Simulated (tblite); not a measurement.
Compound: C₃H₆F₂OSi.
Bonds: C1–O2, O2–Si3, Si3–C4, C4–C5 (double), C5–F6, C5–F7. Hydrogens: H8, H9, H10 on C1; H11, H12 on Si3; H13 on C4.

Structure optimised with GFN2-xTB, isolated species.

Q: What internal coordinates does the optimisation give?

A: 
```csv
bond,length (bohr)
C1–O2,2.635
O2–Si3,3.058
Si3–C4,3.543
C4=C5,2.475
C5–F6,2.517
C5–F7,2.520
"C1–H8, C1–H9, C1–H10",2.063
"Si3–H11, Si3–H12",2.771
C4–H13,2.034
```

Bonds in one row agree within 0.02 bohr and their mean is given. A selection of angles:
```csv
angle,degrees
O2–C1–H8,108.1
O2–C1–H9,110.8
H8–C1–H9,109.3
H9–C1–H10,108.5
C1–O2–Si3,128.6
O2–Si3–C4,99.8
O2–Si3–H11,112.2
C4–Si3–H11,111.6
H11–Si3–H12,109.2
Si3–C4–C5,121.0
Si3–C4–H13,121.8
C5–C4–H13,117.3
C4–C5–F6,125.4
C4–C5–F7,126.3
F6–C5–F7,108.4
```

Dihedral angles: C1–O2–Si3–C4 180° (antiperiplanar); O2–Si3–C4–C5 180° (antiperiplanar); Si3–C4–C5–F6 0° (synperiplanar).

The 7 heavy atoms lie in one plane (0.001 Å rms). Si3 (oxygen-bound silicon) is distorted tetrahedral (angles from 99.8° to 112.2°).

Point group: Cs (every atom within 0.08 Å of its image). Its GFN2-xTB frequencies are all real (lowest 35 cm⁻¹). One conformer, not necessarily the lowest. 3 starts were optimised and ended at 0.00, 0.00 and 1.79 kcal/mol (GFN2-xTB); the lowest of these is shown.

The numbers are calculated, not measured.
